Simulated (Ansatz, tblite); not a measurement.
Cost and result up the ladder for (4-methoxyphenyl)phenyliodonium (C13H12IO⁺) (27 atoms). Charge 1, multiplicity 1. Geometry: PBE-D4/def2-SVP.

Ansatz on 6 threads of Intel Xeon Platinum 8488C on a shared host; xTB runs through tblite on one thread. Times are rough, summed over both states, and most runs start from the orbitals of an earlier one. PBE0-D4/def2-SVP serves as the yardstick here, not as an exact answer. The other state is a triplet.

In the def2 sets I takes a core potential; there is no spin–orbit coupling. The xTB rows come from tblite.

xTB has no spin-polarisation term.

```
           level  functions  wall time  vertical triplet (eV)  difference from PBE0-D4/def2-SVP (eV)
        GFN2-xTB         77    0.076 s                   3.37                                  -0.08
        GFN1-xTB         89    0.078 s                   3.46                                   0.01
 PBE-D4/def2-SVP        282      9.7 s                   3.21                                  -0.24
PBE0-D4/def2-SVP        282       29 s                   3.45                                   0.00
```
